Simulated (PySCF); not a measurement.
C7H15, SMILES [CH](CCCCC)C, multiplicity 2. Geometry optimised at PBE-D3(BJ)/def2-SVP. The isomer is the one that the SMILES or the coordinates give; other isomers of the formula were not compared. Other conformers were not sampled.

Task: Give the equilibrium geometry at PBE-D3(BJ)/def2-SVP (PySCF confirms it by a frequency run) as Cartesian coordinates in Å. (An estimate is asked for; the answer gives what the named calculation found.)

Result: Several could match; the one computed here: 
```xyz
22

C      3.4281    -0.7639     0.0044
C      2.6821     0.4929     0.2934
C      1.2794     0.4733     0.8068
C      0.2105     0.1726    -0.2731
C     -1.2186     0.1481     0.2742
C     -2.2838    -0.1512    -0.7851
C     -3.7081    -0.1738    -0.2288
H      3.2236    -1.5470     0.7676
H      4.5249    -0.6025    -0.0403
H      3.1423    -1.2173    -0.9794
H      3.0810     1.4427    -0.1032
H      1.1817    -0.2978     1.6072
H      1.0296     1.4485     1.2805
H      0.2887     0.9317    -1.0828
H      0.4412    -0.8050    -0.7522
H     -1.4444     1.1261     0.7574
H     -1.2872    -0.6082     1.0893
H     -2.2109     0.6052    -1.5982
H     -2.0538    -1.1281    -1.2663
H     -3.9787     0.8022     0.2261
H     -4.4555    -0.3930    -1.0178
H     -3.8200    -0.9457     0.5614
```
Charge 0, spin multiplicity 2.
